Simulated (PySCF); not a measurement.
Excitations are Tamm–Dancoff values on a coarser integration grid. The basis has no diffuse functions, so Rydberg states are missing or too high.

Cartesian coordinates (Å):
SMILES: C(=C=C)[SeH]
```xyz
8

C     -1.5325     0.3864     0.0582
C     -0.3942    -0.2235    -0.1079
C      0.7476    -0.8152    -0.2666
Se     2.4741    -0.0548     0.1222
H     -1.9791     0.9770    -0.7348
H     -2.0786     0.3205     0.9934
H      0.8229    -1.8266    -0.6464
H      1.9400     1.2363     0.5820
```
Charge 0, spin multiplicity 1.

**Question.** Estimate the brightest of the four lowest singlets (TDA), S1–T1 gap (TDA), total energy, T1 excitation (TDA), HOMO, LUMO, HOMO–LUMO gap and S1 excitation (TDA) that PySCF 2.14.0 with ωB97X-D3(BJ)/def2-TZVP // B3LYP-D3(BJ)/def2-TZVP returns for this input.

**Answer.** 
```yaml
brightest of the four lowest singlets (TDA): 6.45 eV
S1–T1 gap (TDA): 0.45 eV
total_energy: -68524.54 eV
T1 excitation (TDA): 4.01 eV
HOMO: -8.63 eV
LUMO: 1.46 eV
HOMO–LUMO gap: 10.09 eV
S1 excitation (TDA): 4.46 eV
```
